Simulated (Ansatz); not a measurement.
`CCC(C)(C)C(C)(C)C` → `CC(C)C(C)C(C)(C)C`  (isomerisation)

Gas-phase electronic energies from Ansatz, PBE0-D4/def2-TZVP geometries. CCSD(T)/CBS adds triple-zeta CCSD(T) − MP2 to the extrapolated MP2 energy (def2 sets, frozen cores). DFT in def2-TZVPP. B3LYP here is the variant with VWN-RPA as its local correlation; programs differ in this. HSE06 is defined as in plane-wave codes. Each species was taken in one conformer, which may not be the lowest.

`CCC(C)(C)C(C)(C)C`:

Z-matrix (Å, degrees):
```
C
C 1 1.521
H 1 1.092 2 112.1
H 1 1.093 2 110.1 3 -119.3
H 1 1.093 2 112.4 3 121.4
C 2 1.542 1 116.2 3 -65.4
H 2 1.094 1 108.4 3 172.3
H 2 1.095 1 108.0 3 57.8
C 6 1.530 2 108.5 1 -70.9
C 6 1.530 2 109.5 1 46.6
C 6 1.574 2 110.0 1 168.1
H 9 1.093 6 112.1 2 -67.5
H 9 1.092 6 110.4 2 52.1
H 9 1.091 6 111.7 2 171.1
H 10 1.092 6 112.1 2 50.3
H 10 1.092 6 110.5 2 -69.6
H 10 1.092 6 111.6 2 171.5
C 11 1.531 6 111.3 2 166.6
C 11 1.531 6 111.5 2 46.7
C 11 1.531 6 111.3 2 -73.6
H 18 1.093 11 109.5 6 172.6
H 18 1.092 11 112.4 6 53.5
H 18 1.091 11 112.0 6 -68.4
H 19 1.093 11 109.5 6 172.6
H 19 1.093 11 112.2 6 53.5
H 19 1.091 11 112.1 6 -68.3
H 20 1.092 11 111.9 6 -67.7
H 20 1.092 11 112.4 6 54.1
H 20 1.093 11 109.6 6 173.3
```

`CC(C)C(C)C(C)(C)C`:

Cartesian coordinates in Å:
```
C 1.716 -0.157 1.624
C 0.369 -0.724 1.186
C 0.294 -2.200 1.560
C 0.040 -0.533 -0.315
C 1.281 -0.701 -1.185
C -0.776 0.750 -0.635
C -0.969 0.879 -2.146
C -0.108 2.023 -0.121
C -2.166 0.635 -0.006
H 1.844 0.890 1.348
H 2.546 -0.719 1.190
H 1.813 -0.227 2.711
H -0.402 -0.208 1.766
H 1.009 -2.790 0.978
H -0.703 -2.607 1.373
H 0.528 -2.353 2.617
H -0.637 -1.356 -0.581
H 1.843 -1.590 -0.887
H 1.020 -0.826 -2.236
H 1.960 0.152 -1.108
H -1.669 1.689 -2.368
H -0.033 1.103 -2.661
H -1.380 -0.041 -2.573
H -0.052 2.039 0.970
H -0.685 2.899 -0.432
H 0.904 2.140 -0.518
H -2.765 1.519 -0.245
H -2.126 0.554 1.082
H -2.696 -0.241 -0.390
```

```csv
level,ΔE (kcal/mol),difference from CCSD(T)/CBS
PBE-D4,-0.8,-0.7
revPBE-D4,-0.3,-0.2
BLYP-D4,-1.0,-0.9
r2SCAN-D4,-0.5,-0.4
B97M-V,-0.4,-0.3
PBE0-D4,-0.7,-0.6
B3LYP-D4,-1.0,-0.9
r2SCANh-D4,-0.5,-0.4
r2SCAN0-D4,-0.5,-0.4
HSE06-D4,-0.8,-0.7
BHLYP-D4,-1.0,-0.9
CAM-B3LYP-D4,-1.0,-0.9
ωB97X-V,-0.6,-0.5
B2PLYP,-1.1,-1.0
PBE-QIDH,-0.3,-0.2
PBE,-1.5,-1.4
revPBE,-2.3,-2.2
r2SCAN,-0.6,-0.5
PBE0,-1.3,-1.2
B3LYP,-2.0,-1.9
r2SCANh,-0.6,-0.5
r2SCAN0,-0.7,-0.6
HSE06,-1.3,-1.2
BHLYP,-1.7,-1.6
LC-ωPBE,-0.8,-0.7
RPA@PBE/def2-TZVPP,0.0,0.1
HF/def2-SVP,-2.3,-2.2
MP2/def2-SVP,0.2,0.3
CCSD/def2-SVP,-0.5,-0.4
CCSD(T)/def2-SVP,-0.1,0.0
HF/def2-TZVPP,-2.6,-2.5
MP2/def2-TZVPP,0.5,0.6
SCS-MP2/def2-TZVPP,-0.1,0.0
CCSD/def2-TZVPP,-0.4,-0.3
CCSD(T)/def2-TZVPP,0.0,0.1
HF/def2-QZVPP,-2.6,-2.5
SCS-MP2/def2-QZVPP,-0.2,-0.1
HF/CBS(def2),-2.6,-2.5
MP2/CBS(def2),0.3,0.4
CCSD/CBS(def2),-0.6,-0.5
CCSD(T)/CBS,-0.1,0
```

Largest T1 diagnostic among the species: 0.009.

The D4 term adds +1.0 kcal/mol with B3LYP and +0.5 kcal/mol with PBE0; it sums over pairs of atoms, weighted by their polarisabilities, and B3LYP, whose exchange is more repulsive, gets the larger term. Leaving LDA and LC-ωPBE aside and taking each functional with its dispersion term where it has one, the values, not all of them listed here, spread over 0.8 kcal/mol, from B2PLYP to ωB97M-V. LDA lies +1.8 kcal/mol from PBE without D4.

CCSD(T)/CBS has its own doubt, a few kJ/mol and more with outer-core shells, so smaller differences from it don't rank the levels.
